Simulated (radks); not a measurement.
Question: The mean radii <r> (bohr) of the occupied orbitals of an atom or ion are listed with their occupations. Calculated with a radial shooting solver on a logarithmic mesh with Libxc functionals: scalar-relativistic Kohn-Sham, Wu-Cohen GGA, spin-polarised, spherical densities, finite nucleus; Fermi nuclear charge, rms radius of each element as measured or else 0.836 A^(1/3) + 0.57 fm.

orbital  occ.      <r>
1s down     1  0.02275
1s up       1  0.02275
2s up       1  0.09702
2s down     1  0.09702
2p up       3  0.08547
2p down     3  0.08547
3s up       1   0.2551
3s down     1   0.2549
3p up       3   0.2534
3p down     3   0.2532
3d up       5   0.2311
3d down     5   0.2309
4s up       1   0.5795
4s down     1   0.5793
4p up       3   0.6136
4p down     3   0.6135
4d up       5   0.6712
4d down     5   0.6718
5s up       1    1.401
5s down     1    1.421
5p up       3    1.635
5p down     3    1.668
4f up       6   0.9740

Name the element and its charge. Open shells, if any, are filled with parallel spins first.

Answer: Z = 62, samarium, charge +2: Sm2+ in [Xe] 4f6. The 1s radius gives Z: for a bare nucleus <r> = (2 gamma + 1)/(2Z) with gamma = sqrt(1 - (Z/c)^2), 0.02245 bohr for Z = 62, and screening makes it slightly larger (0.02275 here). The occupations add up to 60, and the charge is Z minus that.
